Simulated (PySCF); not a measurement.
Isomers of CH8ClPSi2, one GFN2-xTB conformer each. Single-point energies are computed at PBE0/pcSseg-1 (PySCF, gas phase, no added dispersion term), electronic only.

Question: Rank them by PBE0/pcSseg-1 energy, lowest first (kcal/mol).
A. `[SiH3:1][PH:2][SiH2:3][CH2:4][Cl:5]` with Si1–P2–Si3–C4 82°, P2–Si3–C4–Cl5 177°
B. `[CH3:1][SiH2:2][PH:3][SiH2:4][Cl:5]` with C1–Si2–P3–Si4 65°, Si2–P3–Si4–Cl5 42°

Answer: B (0.0), A (40.3).

GFN2-xTB itself gives, in the same order: 0.0, 31.4. Both levels put the same isomer lowest.

Q: Which frontier levels, dipoles and rotational constants go with these structures?

A: 
| SMILES | HOMO (eV, PBE0/pcSseg-1) | LUMO (eV) | dipole (D) | A, B, C (MHz) |
| --- | --- | --- | --- | --- |
| C[SiH2]P[SiH2]Cl | -7.41 | -0.27 | 0.84 | 2477, 1143, 947.0 |
| [SiH3]P[SiH2]CCl | -7.50 | -0.24 | 1.87 | 4087, 719.6, 659.5 |
